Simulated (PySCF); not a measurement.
## Se (selenium, neutral) across methods

[Ar] 3d10 4s1 4p5, high-spin 3P determinant (an excited configuration). Computed with PySCF 2.14 in x2c-TZVPPall (6s5p4d1f, 48 functions), with the spin-free X2C one-electron Hamiltonian (Gaussian nucleus).

```csv
method,E (hartree),mean ε 4s α (eV),mean ε 4p α (eV),mean ε 4p β (eV),Σ⟨r²⟩ (bohr²),⟨S²⟩
wB97X,-2429.453,-24.047,-11.477,-9.323,41.73,2.008
r2SCAN,-2429.392,-19.893,-8.277,-6.363,41.63,2.012
UHF,-2427.63479,-27.738,-12.736,-8.426,42.56,2.034
PBE0,-2429.121,-21.237,-9.162,-7.098,41.68,2.008
MN15,-2430.905,-21.455,-9.685,-7.723,41.72,2.006
PBE,-2429.081,-18.844,-7.755,-6.242,41.69,2.005
M06-L,-2429.316,-19.674,-8.127,-6.125,41.89,2.012
PW91,-2429.597,-18.900,-7.788,-6.286,41.61,2.005
```

Problem. Estimate the same row for LDA.

Solution. E (hartree) = -2425.826; mean ε 4s α (eV) = -18.998; mean ε 4p α (eV) = -7.850; mean ε 4p β (eV) = -6.404; Σ⟨r²⟩ (bohr²) = 41.70; ⟨S²⟩ = 2.004.
